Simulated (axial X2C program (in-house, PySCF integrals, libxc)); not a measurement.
**Nuclear properties of ScCl⁺**

Calculated with an in-house all-electron X2C program for linear molecules (integrals from PySCF): two-component X2C with atomic mean-field Coulomb and Gaunt terms, Gaussian nuclei, basis Sc dyall-cv3z, Cl dyall-av3z with contracted cores.

R = 2.223 Å (near the PBE0 minimum at charge 1 of the determinant lowest at the starting distance; the state shown can have its own minimum elsewhere).

Determinant lowest in the PBE0 search, Ω = 3/2 (⟨Sz⟩ = -0.50, ⟨Lz⟩ = 2.00 at PBE0), spin on the atoms Sc -0.52, Cl 0.02:

```tsv
level	Eeff magnitude (GV/cm)	Ws magnitude Sc (kHz)	Ws magnitude Cl (kHz)	A∥/gI Sc (MHz)	qzz Sc (a.u.)	A∥/gI Cl (MHz)	qzz Cl (a.u.)
PBE0	0.00135	0.00231	0.00209	259	0.01	0.743	0.28
HF	0.00168	0.00319	0.00297	262	-0.01	2.28	0.11
BP86	0.000319	0.00176	0.0018	254	-0.02	0.921	0.23
B3LYP	0.00519	0.00267	0.00145	252	0.01	0.678	0.26
PBE50	0.00192	0.00259	0.00223	262	0.02	0.685	0.27
```

Determinant 0.02 eV from it at PBE0 and this distance, Ω = 5/2 (⟨Sz⟩ = 0.50, ⟨Lz⟩ = 2.00 at PBE0), spin on the atoms Sc 0.52, Cl -0.02:

```json
{"level": "PBE0", "Eeff magnitude (GV/cm)": "0.000858", "Ws magnitude Sc (kHz)": "0.00133", "Ws magnitude Cl (kHz)": "0.00126", "A∥/gI Sc (MHz)": "51.7", "qzz Sc (a.u.)": "0.01", "A∥/gI Cl (MHz)": "-0.833", "qzz Cl (a.u.)": "0.28"}
{"level": "HF", "Eeff magnitude (GV/cm)": "0.000781", "Ws magnitude Sc (kHz)": "0.00159", "Ws magnitude Cl (kHz)": "0.00177", "A∥/gI Sc (MHz)": "32.2", "qzz Sc (a.u.)": "-0.01", "A∥/gI Cl (MHz)": "-4.1", "qzz Cl (a.u.)": "0.11"}
{"level": "BP86", "Eeff magnitude (GV/cm)": "0.000216", "Ws magnitude Sc (kHz)": "0.00105", "Ws magnitude Cl (kHz)": "0.00108", "A∥/gI Sc (MHz)": "56.7", "qzz Sc (a.u.)": "-0.03", "A∥/gI Cl (MHz)": "1.34", "qzz Cl (a.u.)": "0.23"}
{"level": "B3LYP", "Eeff magnitude (GV/cm)": "0.00465", "Ws magnitude Sc (kHz)": "0.00155", "Ws magnitude Cl (kHz)": "0.00087", "A∥/gI Sc (MHz)": "56.7", "qzz Sc (a.u.)": "0.01", "A∥/gI Cl (MHz)": "-0.477", "qzz Cl (a.u.)": "0.26"}
{"level": "PBE50", "Eeff magnitude (GV/cm)": "0.000915", "Ws magnitude Sc (kHz)": "0.00144", "Ws magnitude Cl (kHz)": "0.00135", "A∥/gI Sc (MHz)": "47.7", "qzz Sc (a.u.)": "0.02", "A∥/gI Cl (MHz)": "-2.04", "qzz Cl (a.u.)": "0.28"}
```

Eeff is the effective electric field on the electron electric dipole moment in this Ω state and Ws the scalar–pseudoscalar constant of the nucleus named (defined with the proton number Z and per Ω); A∥ (defined per Ω) follows by multiplying with gI = μI/(I μN); qzz is the electric field gradient, eQq0 = 234.96 MHz × Q/barn × qzz. The operators were transformed with the bare-nucleus X2C matrices; with these basis sets, hyperfine constants and field gradients can be off by tens of per cent, and where levels differ in sign neither size nor sign is settled.

(1) With gI(45Sc) = 1.3590 (g factors from the IAEA table of nuclear moments by Stone), turn the PBE0 values of the first state into constants in MHz.

Each state is one determinant with collinear spin. Unrestricted Hartree–Fock can overshoot spin polarisation at the nuclei. In the state Ω = 5/2 the sign of Eeff differs between levels (HF against PBE0). Where Eeff spreads by more than a factor of two the levels disagree and none is to be relied on. At BP86 a later determinant lies lower. States lie within half an eV, so the first need not be the ground state. Further determinants of the search, some of them spin-mixed, are not shown. Where a field gradient or hyperfine factor spreads by more than a factor of two over the levels, a constant derived from it is not to be relied on. PBE0 term energies can be off by some tenths of an eV.

Answers

(1) A∥(45Sc) = 259 × 1.3590 = 352 MHz.
